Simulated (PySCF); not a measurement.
HfOI2 (singlet). Computed with PBE/[Hf def2-SVP with ECP60, O def2-SVP, I def2-SVP with ECP28], scalar-relativistic core potentials, density fitting, no spin–orbit coupling, PySCF.

Harmonic bands of its minimum:

```
ω (cm⁻¹)  IR (km/mol)
      40          3.3
      90         16.4
     149          0.0
     177          8.2
     219         40.7
     911          124
```

The central atom is Hf. Infer the point group and assign the bands.

Cs. The modes span 4a' + 2a'': 40 a', 90 a', 149 a'', 177 a', 219 a'', 911 a'. The computed geometry has Hf–I 2.735 Å (×2), Hf–O 1.760 Å; I–Hf–I 115.7°, I–Hf–O 108.4° (×2).

This need not be the most stable arrangement of these atoms. No spin–orbit coupling is included, which matters more the heavier the element.
